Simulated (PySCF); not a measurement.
[Hg(H2O)2]2+ at several levels of theory

Computed with PySCF 2.14.0 (density fitting, no spin-orbit coupling) at the geometry relaxed with PBE:

```xyz
7
[Hg(H2O)2]2+ (singlet)
Hg   -0.0296   -0.0178   -0.0007
O     0.0556   -0.0480    2.0694
H     0.4730    0.6964    2.5766
H    -0.6767   -0.4465    2.6078
O     0.0135    0.0119   -2.0717
H     0.4205   -0.7329   -2.5866
H    -0.7310    0.4083   -2.5947
```

```json
{"level": "PBE", "basis": "Hg def2-SVP with ECP60, O def2-SVP, H def2-SVP", "state": "singlet", "HOMO (eV)": "-20.06", "gap (eV)": "4.45", "charge on Hg1 (e)": "1.11", "dipole about the centre of mass (D)": "1.11", "largest force component (eV/Å)": "0.01"}
{"level": "TPSSh", "basis": "the same", "state": "singlet", "HOMO (eV)": "-20.88", "gap (eV)": "5.90", "charge on Hg1 (e)": "1.18", "dipole about the centre of mass (D)": "1.14", "largest force component (eV/Å)": "0.21"}
{"level": "BP86", "basis": "the same", "state": "singlet", "HOMO (eV)": "-20.20", "gap (eV)": "4.45", "charge on Hg1 (e)": "1.11", "dipole about the centre of mass (D)": "1.12", "largest force component (eV/Å)": "0.07"}
{"level": "revPBE", "basis": "the same", "state": "singlet", "HOMO (eV)": "-20.00", "gap (eV)": "4.49", "charge on Hg1 (e)": "1.13", "dipole about the centre of mass (D)": "1.10", "largest force component (eV/Å)": "0.25"}
{"level": "PBE", "basis": "Hg def2-TZVP with ECP60, O def2-TZVP, H def2-TZVP", "state": "singlet", "HOMO (eV)": "-20.15", "gap (eV)": "4.54", "charge on Hg1 (e)": "1.21", "dipole about the centre of mass (D)": "1.06", "largest force component (eV/Å)": "0.17"}
{"level": "PBE", "basis": "Hg x2c-SVPall, O x2c-SVPall, H x2c-SVPall", "state": "singlet", "HOMO (eV)": "-20.11", "gap (eV)": "4.37", "charge on Hg1 (e)": "1.04", "dipole about the centre of mass (D)": "1.11", "largest force component (eV/Å)": "0.10"}
```

Charges are Mulliken's, which hang on the basis. The relaxation used the grid (50, 194), these runs (75, 302) or, all-electron (x2c bases, spin-free X2C Hamiltonian), (99, 590).

Task: What does r2SCAN with Hg def2-SVP with ECP60, O def2-SVP, H def2-SVP give here?

Result: state singlet, HOMO (eV) -20.50, gap (eV) 5.09, charge on Hg1 (e) 1.20, dipole about the centre of mass (D) 1.16, largest force component (eV/Å) 0.30. Time: 4.8 s on 2 threads of Arm Neoverse V1, on a shared host, from an already converged density.

In the first row's basis the gap widens with exact exchange: 4.4 to 5.1 eV for PBE, BP86, revPBE, r2SCAN (none); 5.9 eV for TPSSh (a fixed share).
